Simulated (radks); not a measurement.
Problem. The mean radii <r> (bohr) of the occupied orbitals of an atom or ion are listed with their occupations. All-electron calculation, Dirac Kohn-Sham, SOGGA, spin-unpolarised, spherical densities, finite nucleus; Fermi nuclear charge, rms radius of each element as measured or else 0.836 A^(1/3) + 0.57 fm. Program: a radial shooting solver on a logarithmic mesh with Libxc functionals.

orbital  occ.      <r>
1s1/2       2  0.02075
2s1/2       2  0.08756
2p1/2       2  0.07292
2p3/2       4  0.08008
3s1/2       2   0.2295
3p1/2       2   0.2192
3p3/2       4   0.2327
3d3/2       4   0.2054
3d5/2       6   0.2096
4s1/2       2   0.5185
4p1/2       2   0.5281
4p3/2       4   0.5590
4d3/2       4   0.5886
4d5/2       6   0.5995
5s1/2       2    1.252
5p1/2       2    1.391
5p3/2       4    1.483
4f5/2       6   0.7802
4f7/2       4   0.7925

Name the element and its charge. Open shells, if any, fill j = l - 1/2 first.

Solution. Z = 67, holmium, charge +3: Ho3+ in [Xe] 4f10. The 1s radius gives Z: for a bare nucleus <r> = (2 gamma + 1)/(2Z) with gamma = sqrt(1 - (Z/c)^2), 0.02048 bohr for Z = 67, and screening makes it slightly larger (0.02075 here). The occupations add up to 64, and the charge is Z minus that.
